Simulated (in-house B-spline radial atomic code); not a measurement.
**Ionising the antimony ion Sb⁵⁺ with different functionals**

Computed with a radial B-spline atomic code at the basis-set limit: non-relativistic Hamiltonian, point nucleus, spin-polarised at highest spin, spherical fractional occupations for the functionals, and exact exchange of hybrids averaged over the configuration. The ionisation energy is the difference of two self-consistent energies, [Kr] 4d10 → [Kr] 4d9, without Breit or QED terms; ε is the level of the shell that loses the electron (its least bound occupied spin orbital). There is no spin-orbit coupling in this Hamiltonian.

```csv
method,rung,ΔSCF (eV),-ε(4d) (eV)
PBE0,global hybrid,100.66,93.62
B3LYP,global hybrid,100.64,93.02
TPSSh,global hybrid,100.59,91.81
M06-2X,global hybrid,?,?
BHandHLYP,global hybrid,100.57,96.46
r2SCAN0,global hybrid,?,?
B97-1,global hybrid,100.53,93.00
HSE06,range-separated hybrid,100.63,93.17
wB97X,range-separated hybrid,100.35,95.84
CAM-B3LYP,range-separated hybrid,100.58,94.99
LC-wPBE,range-separated hybrid,100.52,96.04
```

Question: What does M06-2X give?

Answer: ΔSCF 100.41 eV, and -ε(4d) = 96.68 eV.

Question: What does r2SCAN0 give?

Answer: ΔSCF 101.08 eV, and -ε(4d) = 94.11 eV.

Question: Among the functionals, which spreads more, the ΔSCF values or the orbital energies?

Answer: The orbital energies: ΔSCF values span about 0.73 eV and the orbital energies 4.87 eV; here energy differences depend much less on the functional than eigenvalues do.

Question: How do they compare with the NIST value?

Answer: NIST lists 99.51 eV ± 0.05 (measured, ground level to ground level). Errors run from +0.84 to +1.57 eV. The correlated functionals all miss on the same side by more than they spread, so the cause is common to them (relativity, Breit-QED terms, multiplet and fine-structure energies, or a listed next ion that isn't the cheapest removal here) and closeness doesn't rank the functionals.
